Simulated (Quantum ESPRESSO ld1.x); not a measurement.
The fluorine ion F3+, 6 electrons, occupied as [He] 2s1 2p2 3s1 (not the ground configuration). All-electron calculation, non-relativistic Kohn-Sham, LDA (Slater exchange, Perdew-Wang correlation), spin-polarised, spherical densities, point nucleus; open shells are filled with parallel spins first. Program: ld1.x of Quantum ESPRESSO 7.5. Some entries of the table are withheld. Estimate them.

orbital,occ.,eigenvalue (eV),<r^2> (bohr^2)
1s up,1,-755.906,0.04235
1s down,1,-751.230,0.04191
2s up,1,-105.646,0.8442
2s down,0,-91.5395,0.9101
2p up,2,(1),0.7454
2p down,0,(2),0.8198
3s up,1,-31.9342,6.106
3s down,0,-27.7526,7.072

Answer. 
(1) 2p up eigenvalue (eV): -88.6879
(2) 2p down eigenvalue (eV): -74.6049
